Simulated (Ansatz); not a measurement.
`C[NH][Ga]([F])[F]` + H₂ → `[F][GaH][F]` + CH₃NH₂ at 400 K and 1 bar (hydrogenolysis of a Ga–N bond).

Calculated with Ansatz (gas phase, PBE0-D4/def2-TZVP geometries, no zero-point term in ΔE). CBS: MP2 limit from def2 TZ/QZ plus the TZ coupled-cluster correction, frozen cores. This one scheme is used for every species. For Ga outer-core shells are correlated without core-valence functions, which leaves a few kJ/mol of doubt a bond. Scalar relativity is left out up to krypton. Each species was taken in one conformer, which may not be the lowest.

| species | CCSD(T)/CBS energy (Eh) | H − E (kJ/mol) | S (J/(mol·K)) |
| --- | --- | --- | --- |
| `C[NH][Ga]([F])[F]` | -2218.78622 | 186.0 | 390.5 |
| H₂ | -1.17544 | 38.0 | 139.0 |
| `[F][GaH][F]` | -2124.20216 | 47.7 | 295.6 |
| CH₃NH₂ | -95.75281 | 185.4 | 256.0 |

H − E and S are ideal-gas, rigid-rotor, harmonic terms from PBE0-D4/def2-TZVP, for one conformer and one mirror image of each species. The MP2-based limit puts H₂ 0.8 mEh under its directly extrapolated value; such offsets cancel only in part. 1 Eh = 2625.50 kJ/mol, R = 8.31446 J/(mol·K).

By hand: ΔE, ΔH, ΔS and ΔG.

ΔE = (-2124.20216) + (-95.75281) − (-2218.78622) − (-1.17544) = 0.00669 Eh = 17.6 kJ/mol. Δ(H − E) = 47.7 + 185.4 − 186.0 − 38.0 = 9.1, so ΔH = 26.7 kJ/mol. ΔS = 295.6 + 256.0 − 390.5 − 139.0 = 22.1 J/(mol·K). ΔG = 26.7 − 400 × (22.1)/1000 = 17.9 kJ/mol.

By hand: the equilibrium constant, and the temperature at which ΔG would vanish if ΔH and ΔS stayed fixed.

log₁₀ K = −ΔG/(RT ln 10) = -2.3. ΔG = 0 at ΔH/ΔS = 1208 K.

ΔH outweighs TΔS. A doubt of 5 kJ/mol in ΔE shifts log₁₀ K by 0.7 here. Other conformers and mirror images would add mixing entropy, several J/(mol·K) or more a flexible species. These are equilibria of isolated gas molecules and say nothing of rates. Largest T1 diagnostic: 0.015 (customary marks: 0.02 for closed shells, 0.045 for open ones).
